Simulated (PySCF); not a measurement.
**Stationary points of TiBr₃⁺**

Level of theory: PySCF, PBE0, basis Ti def2-SVP, Br def2-SVP (no relativity, density fitting).

Relaxations began from a few typed shapes. The search is not exhaustive: other isomers or separated fragments can lie lower, and high-lying points may rest on an excited occupation.

```json
{"spin": "singlet", "group": "C3v", "bonds": "Ti–Br 2.248 Å (×3)", "angles": "Br–Ti–Br 110.1° (×3)", "imaginary modes (cm⁻¹)": "none", "ΔE (kJ/mol)": "0.0", "ΔE with ZPE (kJ/mol)": "0.0"}
{"spin": "singlet", "group": "D3h", "bonds": "Ti–Br 2.255 Å (×3)", "angles": "Br–Ti–Br 120.0° (×3)", "imaginary modes (cm⁻¹)": "76i", "ΔE (kJ/mol)": "11.8", "ΔE with ZPE (kJ/mol)": "–"}
```

The lowest minimum found is the singlet C3v: Ti–Br 2.248 Å (×3); Br–Ti–Br 110.1° (×3).

Formally Ti is in oxidation state +4, d0. A d0 centre has no lone pair, yet it is C3v rather than trigonal planar: covalent bonding through the d orbitals favours lower symmetry. The polar-tensor charge on Ti, 1.73, is far below the formal one.
